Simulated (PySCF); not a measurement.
## Radial density of Bi⁻ (bismuth, charge -1)

UHF, [Xe] 4f14 5d10 6s2 6p4, high-spin 3P determinant. All numbers are calculated (PySCF 2.14, a scalar-relativistic core potential, in aug-cc-pVQZ-PP with ECP60MDF (7s7p5d3f2g, 92 functions)). This is the valence pseudo-density: the core potential removes the inner electrons and smooths the orbitals near the nucleus.

| r (bohr) | 4πr²ρ (e/bohr) | 4πr²(ρα − ρβ) |
| --- | --- | --- |
| 0.00845 | 1.883e-05 | 0.0000 |
| 0.0142 | 4.077e-05 | 0.0000 |
| 0.0239 | 7.764e-05 | 0.0000 |
| 0.0402 | 0.0001212 | 0.0000 |
| 0.0676 | 0.0001972 | 0.0000 |
| 0.114 | 0.0007304 | 0.0000 |
| 0.191 | 0.008154 | 0.0001 |
| 0.322 | 0.2243 | 0.0015 |
| 0.541 | 6.443 | 0.0478 |
| 0.911 | 21.90 | 0.0127 |
| 1.53 | 8.125 | 0.1979 |
| 2.58 | 2.568 | 0.8369 |
| 4.33 | 0.6998 | 0.3054 |
| 7.29 | 0.07990 | 0.0068 |
| 12.3 | 0.003379 | -0.0018 |

Energies and moments cover only the electrons outside the core potential. Spin-orbit coupling is strong in this species (close to jj coupling), so the high-spin LS determinant is a model state, not a physical level.
